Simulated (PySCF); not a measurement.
Radial density of Zr⁺ (zirconium, charge +1)

revPBE, [Kr] 4d2 5s1, high-spin 4F determinant. Calculation: PySCF 2.14, in ANO-RCC-VTZP; the spin-free X2C one-electron Hamiltonian (Gaussian nucleus).

```csv
r (bohr),4πr²ρ (e/bohr),4πr²(ρα − ρβ)
0.0307,49.27,0.0010
0.0517,41.96,-0.0035
0.0870,55.00,0.0130
0.146,55.65,0.0685
0.246,37.02,0.1723
0.414,44.07,0.1111
0.696,14.40,0.0734
1.17,9.123,0.7814
1.97,3.175,1.0943
3.31,0.6926,0.6454
5.57,0.07381,0.0737
9.37,0.0004115,0.0004
```

Densities and radii are taken from the X2C orbitals without a picture-change correction, which distorts them close to the nucleus.

Question: Where is the radial spin density 4πr²(ρα − ρβ) most negative, and why is it negative at all?

Answer: Around r = 0.0517 bohr, down to -0.0035 e/bohr: exchange with the open shell polarises the paired shells in an unrestricted calculation.
